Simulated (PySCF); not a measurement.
**SMILES CC=C=C(C)[Se]C, C₆H₁₀Se**

Molfile (atoms numbered from 1):
```
C6H10Se
     RDKit          3D

 17 16  0  0  0  0  0  0  0  0999 V2000
   -2.6312   -0.7537    0.3701 C   0  0  0  0  0  0  0  0  0  0  0  0
   -1.5614   -0.1634   -0.5002 C   0  0  0  0  0  0  0  0  0  0  0  0
   -0.5455    0.5534   -0.0765 C   0  0  0  0  0  0  0  0  0  0  0  0
    0.4677    1.2572    0.3640 C   0  0  0  0  0  0  0  0  0  0  0  0
    0.4698    2.7509    0.5202 C   0  0  0  0  0  0  0  0  0  0  0  0
    2.1273    0.4342    0.8718 Se  0  0  0  0  0  2  0  0  0  0  0  0
    1.6481   -1.4110    0.5491 C   0  0  0  0  0  0  0  0  0  0  0  0
   -2.4655   -0.5132    1.4292 H   0  0  0  0  0  0  0  0  0  0  0  0
   -2.6621   -1.8508    0.2626 H   0  0  0  0  0  0  0  0  0  0  0  0
   -3.6264   -0.3783    0.0796 H   0  0  0  0  0  0  0  0  0  0  0  0
   -1.6499   -0.3489   -1.5810 H   0  0  0  0  0  0  0  0  0  0  0  0
    1.2540    3.2082   -0.1046 H   0  0  0  0  0  0  0  0  0  0  0  0
   -0.5009    3.1715    0.2249 H   0  0  0  0  0  0  0  0  0  0  0  0
    0.6720    3.0341    1.5657 H   0  0  0  0  0  0  0  0  0  0  0  0
    0.7892   -1.6950    1.1716 H   0  0  0  0  0  0  0  0  0  0  0  0
    2.5226   -2.0159    0.8239 H   0  0  0  0  0  0  0  0  0  0  0  0
    1.4074   -1.5642   -0.5110 H   0  0  0  0  0  0  0  0  0  0  0  0
  1  2  1  0
  2  3  2  0
  3  4  2  0
  4  5  1  0
  4  6  1  0
  6  7  1  0
  1  8  1  0
  1  9  1  0
  1 10  1  0
  2 11  1  0
  5 12  1  0
  5 13  1  0
  5 14  1  0
  7 15  1  0
  7 16  1  0
  7 17  1  0
M  END
```

Method: TDDFT CAM-B3LYP/aug-cc-pVDZ circular dichroism and optical rotation, one conformer, gas phase in PySCF 2.14.0. Geometry: PBE0-D3(BJ)/def2-SVP.

The calculation is non-relativistic, which matters for the atoms heavier than Zn. No stereocentre is labelled: unless the shape is locked (an allene, a helicene, a hindered biaryl), the mirror image is equally populated and a measured rotation or CD is zero.

Draw the ECD and absorption spectra from the lowest 12 states, each a Gaussian of half-width 0.25 eV at 1/e height.


| E (eV) | λ (nm) | Δε (L mol⁻¹ cm⁻¹) | ε (L mol⁻¹ cm⁻¹) |
| --- | --- | --- | --- |
| 3.71 | 334 | 0.00 | 0.392 |
| 3.86 | 321 | +0.02 | 3.01 |
| 4.01 | 309 | +0.08 | 11.3 |
| 4.16 | 298 | +0.14 | 20.5 |
| 4.31 | 288 | +0.13 | 18.4 |
| 4.46 | 278 | +0.17 | 12.3 |
| 4.61 | 269 | +1.08 | 51.4 |
| 4.76 | 260 | +4.43 | 299 |
| 4.91 | 252 | +7.73 | 994 |
| 5.06 | 245 | +3.25 | 2010 |
| 5.21 | 238 | -5.94 | 3520 |
| 5.36 | 231 | -12.07 | 6860 |
| 5.51 | 225 | -12.69 | 9620 |
| 5.66 | 219 | -4.09 | 7430 |
| 5.81 | 213 | +3.93 | 3660 |
| 5.96 | 208 | +1.69 | 2350 |
| 6.11 | 203 | -0.33 | 2950 |
| 6.26 | 198 | +2.47 | 5410 |

Δε uses R in velocity form, ε uses f in length form. Only the states computed contribute, so the short-wavelength end is incomplete.
